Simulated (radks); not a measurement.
The iodine ion I4+, 49 electrons, occupied as [Kr] 4d10 5s2 5p1. Calculated with a radial shooting solver on a logarithmic mesh with Libxc functionals: scalar-relativistic Kohn-Sham, PBE, spin-polarised, spherical densities, finite nucleus; open shells are filled with parallel spins first (spin-orbit coupling, left out, can overturn this in heavy ions); Fermi nuclear charge, rms radius 4.75 fm.

Normalised radial functions P(r) = r R(r), r in bohr:

```
   r/bohr * 5s up (the largest magnitude, 0.889, reaches the edge; | marks zero)
 0.004449                             |  *
 0.006744                             |  *
  0.01031                             |   *
  0.01562                             |   *
  0.02387                             | *
  0.03618                            *|
  0.05529                        *    |
  0.08382                       *     |
   0.1281                            *|
   0.1942                             |       *
   0.2967                             |     *
   0.4497                    *        |
   0.6872                 *           |
    1.042                             |          *
    1.592                             |                          *
    2.413                             |                *
    3.687                             |  *
    5.589                             *
```

5s up: eigenvalue -58.011 eV, 4 radial nodes at r = 0.0338, 0.134, 0.358, 0.877 bohr, <r> = 1.79 bohr, 90 % of the charge inside 2.55 bohr.
